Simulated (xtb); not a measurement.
GaI₂ (SMILES [I][Ga+][I]), charge +1, singlet, geometry from GFN2-xTB (such geometries of metal compounds can be far from the true shape); GFN2-xTB (xtb).

Here is a job for xtb.
```
$ xtb mol.xyz --gfn 2 --chrg 1 --grad --json

# file mol.xyz
3

Ga     0.00000000     0.00000000     0.00000000
I      0.00000000     0.00000000     2.50445284
I     -0.00000000    -0.00000000    -2.50445284
```

What the program printed (banner, timings and long lists left out):

```
   ID    Z sym.   atoms
    1   31 Ga     1
    2   53 I      2, 3

           -------------------------------------------------
          |                Calculation Setup                |
           -------------------------------------------------

           -------------------------------------------------
          |                 G F N 2 - x T B                 |
           -------------------------------------------------

          ...................................................
          :                      SETUP                      :
          :.................................................:
          :  # basis functions                  30          :
          :  # atomic orbitals                  27          :
          :  # shells                            9          :
          :  # electrons                        16          :
          :  max. iterations                   250          :
          :  Hamiltonian                  GFN2-xTB          :
          :  restarted?                      false          :
          :  GBSA solvation                  false          :
          :  PC potential                    false          :
          :  electronic temp.          300.0000000     K    :
          :  accuracy                    1.0000000          :
          :  -> integral cutoff          0.2500000E+02      :
          :  -> integral neglect         0.1000000E-07      :
          :  -> SCF convergence          0.1000000E-05 Eh   :
          :  -> wf. convergence          0.1000000E-03 e    :
          :  Broyden damping             0.4000000          :
          :  net charge                          1          :
          :  unpaired electrons                  0          :
          ...................................................

 iter      E             dE          RMSdq      gap      omega  full diag
   1     -8.4255169 -0.842552E+01  0.380E+01    2.74       0.0  T
   2     -8.4563716 -0.308547E-01  0.358E+01    2.26       1.0  T
   3     -8.2662230  0.190149E+00  0.333E+01    3.07       1.0  T
   4     -8.4630432 -0.196820E+00  0.330E+00    2.22       1.0  T
   5     -8.4621870  0.856154E-03  0.139E+00    2.35       1.0  T
   6     -8.4639647 -0.177769E-02  0.612E-01    2.29       1.0  T
   7     -8.4639842 -0.194958E-04  0.431E-01    2.29       1.0  T
   8     -8.4640240 -0.397642E-04  0.769E-02    2.28       1.0  T
   9     -8.4640259 -0.188617E-05  0.236E-02    2.28       2.4  T
  10     -8.4640259 -0.446717E-07  0.338E-03    2.28      17.1  T
  11     -8.4640259  0.162775E-08  0.430E-03    2.28      13.4  T
  12     -8.4640259 -0.278982E-08  0.102E-04    2.28     566.0  T
  13     -8.4640259 -0.325429E-11  0.309E-05    2.28    1865.9  T

   *** convergence criteria satisfied after 13 iterations ***

         :::::::::::::::::::::::::::::::::::::::::::::::::::::
         ::                     SUMMARY                     ::
         :::::::::::::::::::::::::::::::::::::::::::::::::::::
         :: total energy              -8.450216201933 Eh    ::
         :: gradient norm              0.000000694955 Eh/a0 ::
         :: HOMO-LUMO gap              2.276654504233 eV    ::
         ::.................................................::
         :: SCC energy                -8.464026112094 Eh    ::
         :: -> isotropic ES            0.126354531208 Eh    ::
         :: -> anisotropic ES          0.003828705289 Eh    ::
         :: -> anisotropic XC         -0.005257433875 Eh    ::
         :: -> dispersion             -0.002393201743 Eh    ::
         :: repulsion energy           0.013809910160 Eh    ::
         :: add. restraining           0.000000000000 Eh    ::
         :: total charge               1.000000000000 e     ::
         :::::::::::::::::::::::::::::::::::::::::::::::::::::

           -------------------------------------------------
          |                Property Printout                |
           -------------------------------------------------

    * Orbital Energies and Occupations

         #    Occupation            Energy/Eh            Energy/eV
      -------------------------------------------------------------
         1        2.0000           -0.9779362             -26.6110
         2        2.0000           -0.9775075             -26.5993
         3        2.0000           -0.8048134             -21.9001
         4        2.0000           -0.6863702             -18.6771
         5        2.0000           -0.6668345             -18.1455
         6        2.0000           -0.6668345             -18.1455
         7        2.0000           -0.6600276             -17.9603
         8        2.0000           -0.6600276             -17.9603 (HOMO)
         9                         -0.5763621             -15.6836 (LUMO)
        10                         -0.4061836             -11.0528
        11                         -0.4061836             -11.0528
        12                         -0.2900197              -7.8918
        13                         -0.2900197              -7.8918
        14                         -0.2755388              -7.4978
        15                         -0.2582061              -7.0261
        16                         -0.2582061              -7.0261
        17                         -0.2368464              -6.4449
        18                         -0.2368464              -6.4449
        19                         -0.2108116              -5.7365
       ...                                ...                  ...
        27                          2.3426669              63.7472
      -------------------------------------------------------------
                  HL-Gap            0.0836655 Eh            2.2767 eV
             Fermi-level           -0.6181948 Eh          -16.8219 eV

     #   Z          covCN         q      C6AA      α(0)
     1  31 Ga       1.709     0.470   208.563    32.494
     2  53 I        0.855     0.265   352.949    32.432
     3  53 I        0.855     0.265   352.949    32.432

 Mol. C6AA /au·bohr⁶  :       2678.169562
 Mol. C8AA /au·bohr⁸  :     260608.161829
 Mol. α(0) /au        :         97.357435

Wiberg/Mayer (AO) data.
largest (>0.10) Wiberg bond orders for each atom

 ---------------------------------------------------------------------------
     #   Z sym  total        # sym  WBO       # sym  WBO       # sym  WBO
 ---------------------------------------------------------------------------
     1  31 Ga   2.557 --     3 I    1.279     2 I    1.279
     2  53 I    1.691 --     1 Ga   1.279     3 I    0.412
     3  53 I    1.691 --     1 Ga   1.279     2 I    0.412
 ---------------------------------------------------------------------------

Topologies differ in total number of bonds
Writing topology from bond orders to xtbtopo.mol

molecular dipole:
                 x           y           z       tot (Debye)
 q only:        0.000       0.000      -0.000
   full:        0.000       0.000      -0.000       0.000
molecular quadrupole (traceless):
                xx          xy          yy          xz          yz          zz
 q only:       -5.931       0.000      -5.931       0.000       0.000      11.862
  q+dip:        0.413       0.000       0.413      -0.000       0.000      -0.826
   full:        2.815      -0.000       2.815      -0.000       0.000      -5.630

           -------------------------------------------------
          | TOTAL ENERGY               -8.450216201933 Eh   |
          | GRADIENT NORM               0.000000694955 Eh/α |
          | HOMO-LUMO GAP               2.276654504233 eV   |
           -------------------------------------------------

normal termination of xtb
```
